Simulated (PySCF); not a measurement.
From results back to the method.

Compound: C6H9B.
Atom-mapped SMILES: `[CH2:1]=[CH:2][B:3]([CH:4]=[CH2:5])[CH:6]=[CH2:7]` (hydrogens: H8, H9 on C1; H10 on C2; H11 on C4; H12, H13 on C5; H14 on C6; H15, H16 on C7)

Cartesian coordinates in Å at the PBE0-D3(BJ)/def2-TZVP level; atoms count from 1:
```xyz
16
C6H9B angstrom
C     -2.004   -1.434   -0.678
C     -1.467   -0.227   -0.477
B      0.018    0.012   -0.083
C      1.021   -1.177   -0.071
C      2.270   -1.098    0.394
C      0.502    1.440    0.299
C     -0.309    2.490    0.451
H     -1.419   -2.344   -0.585
H     -3.050   -1.570   -0.936
H     -2.140    0.621   -0.590
H      0.709   -2.152   -0.445
H      2.942   -1.951    0.406
H      2.675   -0.172    0.792
H      1.561    1.624    0.471
H     -1.382    2.411    0.305
H      0.057    3.473    0.734
```

The closed-shell ground state was solved 4 times with PySCF (density fitting, gas phase), always in the pcSseg-2 basis (378 functions), with these functionals: B97-2, KT3, PBE0 and wB97X-D. One conformer (not necessarily the lowest) at the PBE0-D3(BJ)/def2-TZVP geometry, without solvent, vibrations or thermal averaging.

```csv
row,total energy (Eh),HOMO (eV),LUMO (eV),dipole (D)
P,-263.2852,-6.65,-2.95,0.11
Q,-258.8400,-7.46,-2.16,0.11
R,-258.6030,-7.73,-2.17,0.11
S,-258.8440,-9.54,-0.41,0.11
```

Problem. Which functional belongs to which row?

Solution. P = KT3, Q = B97-2, R = PBE0, S = wB97X-D. By rising HOMO–LUMO gap: KT3 (GGA) 3.70 eV; B97-2 (global hybrid, 21 % exact exchange) 5.30 eV; PBE0 (global hybrid, 25 % exact exchange) 5.56 eV; wB97X-D (range-separated hybrid) 9.13 eV. Total energies of different functionals aren't bounds to one another; each is stationary for its own functional.

The pairwise dispersion term of wB97X-D wasn't added to the energies; at a given geometry it leaves orbitals and properties as they are.
